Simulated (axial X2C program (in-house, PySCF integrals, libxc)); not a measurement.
## Potential curves of TiBr⁺, two-component

All values were computed with an in-house all-electron X2C program for linear molecules (integrals from PySCF). Two-component (2c) means X2C with spin–orbit coupling and atomic mean-field two-electron Coulomb and Gaunt terms. Basis: Br dyall-cv3z [8s9p6d4f1g], Ti dyall-cv3z [10s10p6d4f2g] (cores contracted in-house); Gaussian nuclei, density fitting, unrestricted open shells. Masses: Br 78.918 u, Ti 47.948 u.

State: Ω = 1 (⟨Sz⟩ = -1.00, ⟨Lz⟩ = 2.00 at HF). Energies in kJ/mol from the lowest point of each curve. Fits are polynomials in 1 − R0/R over 0.85 to 1.23 times the lowest point R0.

| R (Å) | HF | CCSD | PBE0 | MP2 |
| --- | --- | --- | --- | --- |
| 1.9880 | 164.14 |  | 93.62 | 126.27 |
| 2.0794 | 85.93 | 58.46 | 38.20 | 60.77 |
| 2.1479 | 47.33 | 27.97 | 14.81 | 30.06 |
| 2.2165 | 21.92 | 9.67 | 2.98 | 11.26 |
| 2.2850 | 7.03 | 0.96 | 0.00 | 1.84 |
| 2.3650 | 0.00 | 0.00 | 4.88 | 0.00 |
| 2.4450 | 1.56 | 6.52 | 16.35 | 5.69 |
| 2.5478 | 12.79 | 22.76 | 37.68 | 21.00 |
| 2.6734 | 36.10 |  | 69.97 | 47.90 |
| 2.8563 | 80.69 |  | 122.42 | 96.10 |

Correlated methods: 10 electrons correlated (number of frozen shells: Br 3 s, 2 p, 1 d; Ti 3 s, 2 p), 296 virtual spin orbitals or spinors in MP2.

Occupations by symmetry block were frozen at the best pattern of an incomplete PBE0 search. Density functionals use the spin component along the axis (collinear). CCSD ran in a truncated set of natural virtual spinors with an MP2 remainder; without triples it tends to underbind. PBE0 can misorder states that lie within some tenths of an eV, so this need not be the ground state of the molecule. The nearest other 2c determinant of the search, Ω = 3, lies 0.03 eV up at the distance of the search. The functionals have no current-density term, which raises determinants with orbital currents, atoms included. With several unpaired electrons one determinant need not be a pure state. The outer-core s and p shells of the metal are frozen in the correlated rows, which leaves out core–valence correlation; for alkali and alkaline-earth bonds that tends to lengthen them. With the outer-core shells frozen, correlated bond lengths of heavy atoms tend to come out a few hundredths of an ångström too long. Coupled cluster ran on the points near the minimum only. MP2 and coupled cluster on one determinant become unreliable at the stretched end.

Task: Fit the HF curve near its minimum: give the equilibrium distance and the harmonic wavenumber.

Result: At HF, 2c: Re = 2.388 Å, ωe ≈ 341 cm⁻¹; Be follows as 0.0991 cm⁻¹.

Task: Fit the CCSD curve near its minimum: give the equilibrium distance and the harmonic wavenumber.

Result: At CCSD, 2c: Re = 2.333 Å, ωe ≈ 352 cm⁻¹; Be follows as 0.104 cm⁻¹.

Task: What are Re and ωe at the PBE0 level?

Result: At PBE0, 2c: Re = 2.278 Å, ωe ≈ 372 cm⁻¹; Be follows as 0.109 cm⁻¹.

Task: Fit the MP2 curve near its minimum: give the equilibrium distance and the harmonic wavenumber.

Result: At MP2, 2c: Re = 2.342 Å, ωe ≈ 347 cm⁻¹; Be follows as 0.103 cm⁻¹.
